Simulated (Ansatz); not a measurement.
Born–Oppenheimer molecular dynamics of BF₂H₃OS (8 atoms, charge 0, multiplicity 1). It starts at the highest image of a converged band, a first-order saddle point between two minima.

Theory: UKS PBE-D4/def2-SVP (Ansatz 0.2.0).

```yaml
ensemble: NVE (velocity Verlet)
time_step: 0.5 fs
steps_asked: 200
starting_velocities_drawn_for: 300 K
seed: 5434
```

First frame:

```xyz
8
Properties=species:S:1:pos:R:3
B -0.529 0.405 -0.236
O 0.973 0.448 -0.533
F -1.252 0.119 -1.350
F -0.934 1.435 0.537
H 0.921 -0.669 0.112
S -0.305 -1.365 0.905
H 1.126 0.332 -1.493
H 0.000 -0.705 2.057
```

Question: How far do the bonds stretch over the last three quarters of this one trajectory? (Pairs bonded in most of those frames.)

Answer: 
| bond | mean (Å) | spread (Å) | shortest | longest |
| --- | --- | --- | --- | --- |
| B1–F3 | 1.350 | 0.029 | 1.29 | 1.42 |
| B1–F4 | 1.343 | 0.037 | 1.29 | 1.41 |
| B1–S6 | 1.851 | 0.042 | 1.76 | 1.91 |
| O2–H5 | 0.981 | 0.015 | 0.96 | 1.01 |
| O2–H7 | 0.978 | 0.006 | 0.96 | 0.99 |
| S6–H8 | 1.363 | 0.007 | 1.35 | 1.37 |

Mean temperature of the second half: 342 K. The conserved energy stayed within 0.038 meV per atom of its start (net change -0.00075 meV per atom), so the integration is sound. A run of 0.1 ps of so small a system gives no equilibrium averages. The orbitals were unrestricted but ended closed-shell.

Time of the run: 2.1 min on 2 threads of AMD EPYC 9R45 96-Core Processor (Zen 5), with other jobs on the host, peak memory 0.17 GiB.
